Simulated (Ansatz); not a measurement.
```yaml
crystal:
  periodic: [false, false, false]
  atoms:
    - {symbol: B, position_ang: [-0.619587, 0.651064, -1.352714]}
    - {symbol: N, position_ang: [0.420579, -0.059638, -0.580432]}
    - {symbol: C, position_ang: [0.382206, -0.401037, 0.826623]}
    - {symbol: N, position_ang: [-0.577837, -0.136394, 1.673067]}
    - {symbol: F, position_ang: [1.574228, -1.087325, 1.171476]}
    - {symbol: H, position_ang: [-0.382126, 0.845182, -2.567675]}
    - {symbol: H, position_ang: [-1.665260, 1.019756, -0.782593]}
    - {symbol: H, position_ang: [1.312370, -0.379398, -1.053511]}
    - {symbol: H, position_ang: [-0.351545, -0.500929, 2.647701]}
basis:
  gaussian: {orbitals: 6-31G}
hamiltonian: {xc: {name: TPSS}, dispersion: d4}
output: {forces: true}
```

```sh
$ ansatz run in.yaml --threads 2 --pin off --events-out ev --progress --plain --max-ram 4352MiB
```

It prints (some lines left out):

```
Error: YAML parse error: error: line 15 column 19: hamiltonian.xc: no functional is named "TPSS"; the names, which are not case-sensitive, are SVWN5, SPW92, PBE, PBE0, PBEsol, revPBE, revPBE0, RPBE, rPW86-PBE, HSE06, wPBEh, LC-wPBE, HISS, HF, BLYP, B3LYP, B3LYP5, BHLYP, CAM-B3LYP, r2SCAN, r2SCANh, r2SCAN0, r2SCAN50, m-r2SCAN, B97, wB97, wB97X, wB97X-V, B97M-V, wB97M-V, B2PLYP, B2GP-PLYP, PBE0-DH, PBE-QIDH
13 | basis:
14 |   gaussian: {orbitals: 6-31G}
15 | hamiltonian: {xc: {name: TPSS}, dispersion: d4}
16 | output: {forces: true}
```

In this input the method's name isn't one that the program takes here. The program refused the input.
